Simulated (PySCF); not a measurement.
**Converging LiI in the basis (PBE)**

PySCF, UKS reference; singlet, unpaired electrons none; De to Li + I without counterpoise correction.

```
                     basis                           relativity  functions  Re (Å)  ωe (cm⁻¹)  De (eV)  μ (D)
                  def2-SVP  scalar-relativistic core potentials         35   2.388        494     3.69  -7.00
        cc-pVDZ/cc-pVDZ-PP  scalar-relativistic core potentials         37   2.423        486     3.66  -6.77
                 def2-SVPD  scalar-relativistic core potentials         47   2.399        487     3.76  -7.07
aug-cc-pVDZ/aug-cc-pVDZ-PP  scalar-relativistic core potentials         55   2.424        478     3.68  -7.11
                def2-TZVPP  scalar-relativistic core potentials         69   2.397        492     3.67  -7.02
```

(1) How does each smaller set differ from the one with most functions, def2-TZVPP?

A positive dipole means Li(−)I(+). Measured (Huber and Herzberg, Constants of Diatomic Molecules (1979)): Re = 2.391924 Å, ωe = 498.16 cm⁻¹. Spin–orbit coupling is left out, which matters for elements this heavy, above all for dissociation energies.

## Answers

(1) def2-SVP: -0.9 pm, +0.4 % in ωe, +0.02 eV in De; cc-pVDZ/cc-pVDZ-PP: +2.6 pm, -1.2 % in ωe, -0.01 eV in De; def2-SVPD: +0.2 pm, -1.0 % in ωe, +0.09 eV in De; aug-cc-pVDZ/aug-cc-pVDZ-PP: +2.7 pm, -2.8 % in ωe, +0.01 eV in De. All at PBE; the set with most functions is neither the basis-set limit nor always the best.
